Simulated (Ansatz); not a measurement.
GeI2, charge +1, doublet, geometry from GFN2-xTB (a state made from the parent by changing its charge; the spin is typed, not shown lowest) (all electrons, no relativity); SVWN5/STO-3G in Ansatz (an electronic-structure program).

Ansatz was given this input:
Ansatz 0.2 input:
```yaml
crystal:
  periodic: [false, false, false]
  atoms:
    - {symbol: Ge, position_ang: [0.00221417, -0.00954082, 0.99795171]}
    - {symbol: I, position_ang: [1.09983252, -1.87992098, -0.32171048]}
    - {symbol: I, position_ang: [-1.10116938, 1.88568147, -0.28082640]}
basis:
  gaussian:
    orbitals: STO-3G
hamiltonian:
  xc: {name: SVWN5}
total_charge: 1
magnetization: {spin_polarized: true, initial_magnetization: 1}
```

Task: Predict the main parts of the log of this Ansatz run.

Result: 
```
Functional definition: SVWN5
733 factors; integrals over basis functions are off by at most 2.2e-5 eV
mean field evaluation 1: about -427993.9365 eV, gradient 2.3e2 eV
mean field evaluation 2: about -428276.5023 eV, gradient 3.9e1 eV
mean field evaluation 4: about -428295.1107 eV, gradient 4.0e1 eV
mean field evaluation 8: about -428297.5951 eV, gradient 6.1e1 eV
mean field evaluation 16: about -428387.2798 eV, gradient 3.2e-2 eV
mean field evaluation 32: about -428385.4661 eV, gradient 8.2e-5 eV
mean field evaluation 64: about -428386.1616 eV, gradient 1.2e-1 eV
mean field evaluation 96: about -428386.4007 eV, gradient 1.3e0 eV
mean field -428387.27618527 eV, -15742.9420284836 hartree, gradient 1.8e-5 eV, S^2 0.751142; 10 other end points of the search recorded, 0 dependent functions left out
reference -428387.27620254 eV, -15742.9420291186 hartree; 69, 68 occupied and 3, 4 virtual orbitals, 733 factors
Total energy: -428387.27620254 eV, -15742.9420291186 hartree
```
